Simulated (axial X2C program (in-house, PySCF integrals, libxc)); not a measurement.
## Low determinants of InGe at the PBE0 level, 2c

Calculated with an axial X2C code built on PySCF integrals. Two-component (2c) means X2C with spin–orbit coupling and atomic mean-field two-electron Coulomb and Gaunt terms. Basis: In dyall-cv3z [11s12p9d4f1g], Ge dyall-cv3z [9s9p7d4f1g] (cores contracted in-house); Gaussian nuclei, density fitting, unrestricted open shells. Masses: In 114.904 u, Ge 73.921 u.

Search at 2.630 Å (vertical energies from the lowest determinant):

| ΔE (eV) | state | electrons beyond evenly filled partner blocks | electrons in ±ω = 1/2, 3/2, 5/2, 7/2 |
| --- | --- | --- | --- |
| 0.00 | Ω = 3/2 | ω = 3/2 | 52 23 6 0 |
| 0.37 | Ω = 1/2 | 2 × ω = -1/2, ω = 3/2 | 52 23 6 0 |
| 0.68 | Ω = 1/2 | ω = 1/2 | 53 22 6 0 |
| 0.82 | Ω = 5/2 | 2 × ω = 1/2, ω = 3/2 | 52 23 6 0 |
| 0.95 | Ω = 1/2 | ω = 1/2 | 51 24 6 0 |
| 2.47 | Ω = 5/2 | ω = -1/2, 2 × ω = 3/2 | 51 24 6 0 |
| 2.64 | Ω = 7/2 | ω = 1/2, 2 × ω = 3/2 | 51 24 6 0 |

Lowest determinant, Ω = 3/2 (⟨Sz⟩ = 1.50, ⟨Lz⟩ = 0.00 at PBE0): Re = 2.655 Å, ωe = 180.2 cm⁻¹.

The determinant in row 2 of the search, Ω = 1/2 (⟨Sz⟩ = 0.50, ⟨Lz⟩ = 0.00 at PBE0), was followed along the bond at PBE0; measured from the minimum of the lowest determinant it gives:

Te = 0.371 eV (2991 cm⁻¹), Re = 2.639 Å, ωe = 183.7 cm⁻¹.

Task: Compare the bond of the determinant in row 2 with that of the lowest one.

Result: At PBE0 its Re is 0.016 Å shorter and its force constant, which goes as ωe², is 1.04 times that of the lowest determinant. This determinant mixes spin states, so it has no term energy of its own.

The search compares states at one distance, so a state with another bond length can lie lower; it is not exhaustive and yields mostly the lowest determinant of each block pattern, so other components and higher states of one pattern are missing. These are energies of single determinants, not of spin-adapted states; PBE0 term energies can be off by some tenths of an eV, and the functional has no current term. The lowest determinant need not be the ground state where others lie within half an eV.
